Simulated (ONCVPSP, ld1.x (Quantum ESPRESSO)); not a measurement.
## Potentials for Ag (Z = 47) compared

Generated with ld1.x 7.5 (TM, RRKJ, ultrasoft, PAW), atompaw 4.2 or ONCVPSP 4.0.1. The cutoff is in Ry: for ld1.x and atompaw files where the sum of valence levels is converged to 10 mRy in a Bessel basis, for ONCV files where the hardest occupied wave has 1 mHa per electron of residual kinetic energy. The error is the largest all-electron minus pseudo excitation energy over each file’s own four to seven test configurations (ionisations up to +4, promotions, holes and added fractions of an electron), all of which were solved. The labels leave out finer settings (local radius, basis sizes, second energies), which also bear on the numbers. Spin-polarised tests are not counted. The rows are a selection from randomly drawn settings: files with unsolved tests, undetermined cutoffs or missed reference levels are left out.

A true bound ghost makes a file unfit for plane-wave use even where its test errors are small: the radial tests pick states by their node count and pass the ghost by.

```tsv
potential	cutoff (Ry)	largest error (meV)	bound ghosts
ONCV, PBE, scalar-relativistic, rc 1.05/1.35/2.00/2.00 (spdf), local smoothed, core correction yes, reference 4s2 4p6 4d10 5p1, qcut 7.3/12.9/6.5/5.9, projectors 3/3/2/1	264	+38	none
ONCV, LDA (Perdew-Wang 92), fully relativistic, rc 1.45/1.10/1.20 (spd), local smoothed, core correction yes, reference 4s2 4p6 4d10 5s1, qcut 8.4/7.1/8.3, projectors 2/2/1	150	+15	s
ONCV, PBE, scalar-relativistic, rc 1.65/1.15/1.95 (spd), local smoothed, core correction no, reference 4s2 4p6 4d10 5s0.5, qcut 6.6/8.6/7.3, projectors 2/1/2	77	-522	none
TM, BP86, scalar-relativistic, rc 2.05/1.70/1.25 (spd), local s, core correction yes, reference 4p6 4d10 5s1 5p0	80	-731	none
```

(1) Fill in the row for Ag: ONCV, LDA (Perdew-Wang 92), scalar-relativistic, rc 1.20/1.15/1.50 (spd), local smoothed, core correction no, reference 4s2 4p6 4d10 5s1, qcut 8.7/5.9/9.3, projectors 2/2/2.

Results:

(1) cutoff 76 Ry, largest error -62 meV, bound ghosts: none.
